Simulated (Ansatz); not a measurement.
Task: Name a neutral molecule of B, Cl, O, Si and H with HOMO–LUMO gap (PBE/def2-TZVPP) between 5.50 and 5.80 eV and LUMO energy (ωB97M-V/def2-TZVPP) between 1.10 and 1.40 eV (Ansatz, PBE0-D4/def2-TZVP geometry).

Result: `[SiH3][SiH2]OBCl` (5.61 eV, 1.21 eV). Other molecules can fit too; these were computed, each in one conformer that needn't be the lowest.
